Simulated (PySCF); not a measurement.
PySCF input for CAgO, SMILES [Ag][C+]=O, charge +1, multiplicity 1, TDA-PBE/def2-TZVPD. The structure is a stationary point at PBE0-D3(BJ)/def2-TZVP. The spin state was assumed, not searched. The def2 effective core potentials stand for the cores of Ag; spin–orbit coupling is left out.

```python
import numpy as np
from pyscf import gto, scf, dft, tdscf

mol = gto.M(
    atom='''
    Ag    0.00000000    0.00000000    0.63478938
    C     0.00000000    0.00000000   -1.49563344
    O     0.00000000    0.00000000   -2.60766254
    ''',
    basis='def2-TZVPD',
    ecp={'Ag': 'def2-tzvp'},
    charge=1,
    spin=0,
    symmetry=True,
    symmetry_subgroup='C2v',
    max_memory=1600,
    verbose=4,
)
mf = dft.RKS(mol, xc='pbe').density_fit(auxbasis='def2-universal-jkfit')
mf.grids.level = 3
mf.conv_tol = 1e-9
mf.max_cycle = 100
mf.kernel()
mf.grids = dft.Grids(mol).set(level=1).build(with_non0tab=True)  # coarser grid for the response kernel
td = tdscf.TDA(mf)
td.singlet = True
td.nstates = 10
td.conv_tol = 1e-4
td.positive_eig_threshold = 1e-6
td.kernel(x0=td.get_init_guess(mf, 15))
td.analyze()
tt = tdscf.TDA(mf)
tt.singlet = False
tt.nstates = 4
tt.conv_tol = 1e-4
tt.positive_eig_threshold = 1e-6
tt.kernel(x0=tt.get_init_guess(mf, 9))
tt.analyze(verbose=3)
```

Output:

```
PySCF version 2.14.0

[INPUT] verbose = 4
[INPUT] num. atoms = 3
[INPUT] num. electrons = 32
[INPUT] charge = 1
[INPUT] spin (= nelec alpha-beta = 2S) = 0
[INPUT] symmetry True subgroup C2v
[INPUT] Mole.unit = angstrom
[INPUT] Symbol           X                Y                Z      unit          X                Y                Z       unit  Magmom
[INPUT]  1 Ag     0.000000000000   0.000000000000   0.634789380000 AA    0.000000000000   0.000000000000   1.199578074982 Bohr   0.0
[INPUT]  2 C      0.000000000000   0.000000000000  -1.495633440000 AA    0.000000000000   0.000000000000  -2.826337584341 Bohr   0.0
[INPUT]  3 O      0.000000000000   0.000000000000  -2.607662540000 AA    0.000000000000   0.000000000000  -4.927768025888 Bohr   0.0

nuclear repulsion = 75.9649481773715
point group symmetry = Coov, use subgroup C2v
symmetry origin: [ 0.00000000e+00  0.00000000e+00 -3.09791181e-09]
symmetry axis x: [1. 0. 0.]
symmetry axis y: [0. 1. 0.]
symmetry axis z: [0. 0. 1.]
num. orbitals of irrep A1 = 53
num. orbitals of irrep A2 = 12
num. orbitals of irrep B1 = 26
num. orbitals of irrep B2 = 26
number of shells = 41
number of NR pGTOs = 172
number of NR cGTOs = 117
basis = def2-TZVPD
ecp = {'Ag': 'def2-tzvp'}


[settings echo left out]
init E= -249.863699090104
HOMO (B2) = -0.745944438004823  LUMO (A1) = -0.683546451914324  gap/eV = 1.69794
cycle= 1 E= -258.214465015729  delta_E= -8.35  |g|=  3.4  |ddm|= 9.07
HOMO (B1) = -0.133681707036133  LUMO (B2) = -0.133681707036135  gap/eV = -0.00000

WARN: B1 HOMO -0.133681707036133 > system LUMO -0.133681707036135


WARN: B2 LUMO -0.133681707036135 < system HOMO -0.133681707036133

cycle= 2 E= -231.619108770337  delta_E= 26.6  |g|= 7.34  |ddm|=   32
HOMO (B1) = -0.488835355437436  LUMO (A1) = -0.414990146539097  gap/eV = 2.00943
cycle= 3 E= -245.898364910709  delta_E= -14.3  |g|= 4.76  |ddm|= 33.3
HOMO (A1) = -0.731567727364713  LUMO (A1) = -0.534610474572798  gap/eV = 5.35948
cycle= 4 E= -259.476772667516  delta_E= -13.6  |g|= 1.64  |ddm|= 9.87
HOMO (A1) = -0.566180424407495  LUMO (A1) = -0.38665913225595  gap/eV = 4.88502
cycle= 5 E= -258.567066841398  delta_E= 0.91  |g|= 2.67  |ddm|= 3.42
HOMO (A1) = -0.411481092281284  LUMO (A1) = -0.297056819220952  gap/eV = 3.11364
cycle= 6 E= -259.853922241699  delta_E= -1.29  |g|= 0.788  |ddm|= 1.38
HOMO (A1) = -0.506281197467441  LUMO (A1) = -0.345848444946203  gap/eV = 4.36560
cycle= 7 E= -259.973330307237  delta_E= -0.119  |g|= 0.098  |ddm|= 0.498
HOMO (A1) = -0.513450300526411  LUMO (A1) = -0.351459761943531  gap/eV = 4.40799
cycle= 8 E= -259.975345456744  delta_E= -0.00202  |g|= 0.0284  |ddm|= 0.169
HOMO (A1) = -0.516295785385953  LUMO (A1) = -0.353381783488295  gap/eV = 4.43312
cycle= 9 E= -259.975490541096  delta_E= -0.000145  |g|= 0.0041  |ddm|= 0.0445
HOMO (A1) = -0.516129435440224  LUMO (A1) = -0.353122317075488  gap/eV = 4.43565
cycle= 10 E= -259.975492178892  delta_E= -1.64e-06  |g|= 0.00196  |ddm|= 0.00251
HOMO (A1) = -0.516404131106952  LUMO (A1) = -0.353309832799333  gap/eV = 4.43802
cycle= 11 E= -259.975492989837  delta_E= -8.11e-07  |g|= 0.000529  |ddm|= 0.00212
HOMO (A1) = -0.516431314224704  LUMO (A1) = -0.353332736925132  gap/eV = 4.43814
cycle= 12 E= -259.97549304546  delta_E= -5.56e-08  |g|= 4.03e-05  |ddm|= 0.000308
HOMO (A1) = -0.516424200585817  LUMO (A1) = -0.353328387062653  gap/eV = 4.43806
cycle= 13 E= -259.975493045781  delta_E= -3.21e-10  |g|= 9.91e-06  |ddm|= 6.86e-05
HOMO (A1) = -0.516426096397101  LUMO (A1) = -0.353329480795374  gap/eV = 4.43808
Extra cycle  E= -259.975493045645  delta_E= 1.36e-10  |g|= 2.95e-05  |ddm|= 2.73e-05
converged SCF energy = -259.975493045645
tot grids = 18568
Overwritten attributes  positive_eig_threshold  of <class 'pyscf.tdscf.rks.TDA'>


******** <class 'pyscf.tdscf.rks.TDA'> for <class 'pyscf.df.df_jk.DFSymAdaptedRKS'> ********
nstates = 10 singlet
deg_eia_thresh = 1.000e-03
wfnsym = None
conv_tol = 0.0001
eigh lindep = 1e-12
eigh level_shift = 0
eigh max_cycle = 100


Excitation energies (eV)
[4.89846362 5.40041323 5.40042333 5.68691526 5.68691527 5.95979064
 5.95979065 6.44933078 6.44933078 6.57607086]

** Singlet excitation energies and oscillator strengths **
Excited State   1:   A1      4.89846 eV    253.11 nm  f=0.0108
      16 -> 17        0.70403
Excited State   2:   A2      5.40041 eV    229.58 nm  f=0.0000
      15 -> 17        0.70692
Excited State   3:   A1      5.40042 eV    229.58 nm  f=0.0000
      14 -> 17       -0.70692
Excited State   4:   B1      5.68692 eV    218.02 nm  f=0.0056
      13 -> 17        0.70083
Excited State   5:   B2      5.68692 eV    218.02 nm  f=0.0056
      12 -> 17        0.70083
Excited State   6:   B1      5.95979 eV    208.03 nm  f=0.0311
      16 -> 18        0.69554
Excited State   7:   B2      5.95979 eV    208.03 nm  f=0.0311
      16 -> 19       -0.69554
Excited State   8:   B1      6.44933 eV    192.24 nm  f=0.0000
      14 -> 18       -0.49996
      15 -> 19        0.50000
Excited State   9:   B2      6.44933 eV    192.24 nm  f=0.0000
      14 -> 19        0.49996
      15 -> 18        0.50000
Excited State  10:   B2      6.57607 eV    188.54 nm  f=0.0175
      14 -> 19       -0.49386
      15 -> 18        0.49382

** Transition electric dipole moments (AU) **
state          X           Y           Z        Dip. S.      Osc.
  1        -0.0000     -0.0000     -0.3003      0.0902      0.0108
  2         0.0000      0.0000     -0.0000      0.0000      0.0000
  3         0.0000     -0.0000      0.0000      0.0000      0.0000
  4         0.2009     -0.0000      0.0000      0.0404      0.0056
  5         0.0000      0.2009     -0.0000      0.0404      0.0056
  6        -0.4618      0.0000     -0.0000      0.2132      0.0311
  7         0.0000      0.4618     -0.0000      0.2132      0.0311
  8         0.0000     -0.0000     -0.0000      0.0000      0.0000
  9         0.0000      0.0000      0.0000      0.0000      0.0000
 10         0.0000      0.3293     -0.0000      0.1084      0.0175

WARN: ECP detected. Skipping calculation of transition velocity and magnetic dipole moments, which have not yet been implemented.



******** <class 'pyscf.tdscf.rks.TDA'> for <class 'pyscf.df.df_jk.DFSymAdaptedRKS'> ********
nstates = 4 triplet
deg_eia_thresh = 1.000e-03
wfnsym = None
conv_tol = 0.0001
eigh lindep = 1e-12
eigh level_shift = 0
eigh max_cycle = 100


Excitation energies (eV)
[4.07524196 4.94652822 4.94653794 5.12259377]

** Triplet excitation energies and oscillator strengths **
Excited State   1:   A1      4.07524 eV    304.24 nm  f=0.0000
Excited State   2:   A2      4.94653 eV    250.65 nm  f=0.0000
Excited State   3:   A1      4.94654 eV    250.65 nm  f=0.0000
Excited State   4:   B1      5.12259 eV    242.03 nm  f=0.0000
```

The run converged.
